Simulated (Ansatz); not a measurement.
The cluster Si₄Se₄⁺. The state is a doublet with charge 1. Geometry PBE-D4/def2-SVP, basis def2-TZVP, Ansatz.

```xyz
8

Si    1.2517    0.9440   -1.1799
Si    1.4270   -0.9181    1.0643
Si   -0.9246   -0.2865   -1.3121
Si   -1.6599    0.4768    1.3354
Se   -0.9262   -1.7768    0.5084
Se    2.7305   -0.8296   -0.8279
Se    0.8278    1.4340    1.1357
Se   -2.7263    0.9563   -0.7239
```

```tsv
run	HOMO (eV)	LUMO (eV)
A	-12.31	-6.66
B	-9.48	-9.04
C	-9.73	-9.02
D	-10.32	-8.49
E	-9.28	-8.89
```

LC-ωPBE has ω = 0.4 bohr⁻¹. The structure comes from a short search, and lower isomers may exist.

HOMO and LUMO are taken over both spins.

Task: The runs used BLYP, LC-ωPBE, PBE, PBE0, r2SCAN. Estimate which is which.

Result: A LC-ωPBE (range-separated); B PBE (0 % exact exchange); C r2SCAN (0 % exact exchange); D PBE0 (25 % exact exchange); E BLYP (0 % exact exchange). Exact exchange lowers occupied and raises empty levels; among semilocal functionals meta-GGAs tend to open the gap a little, and such runs are hard to tell apart. The gap grows from 0.39 eV (BLYP) to 5.66 eV (LC-ωPBE). At LC-ωPBE/def2-TZVP the charge 1 doublet is spin-contaminated (final ⟨S²⟩ up to 1.03, 0.75 for a pure state).
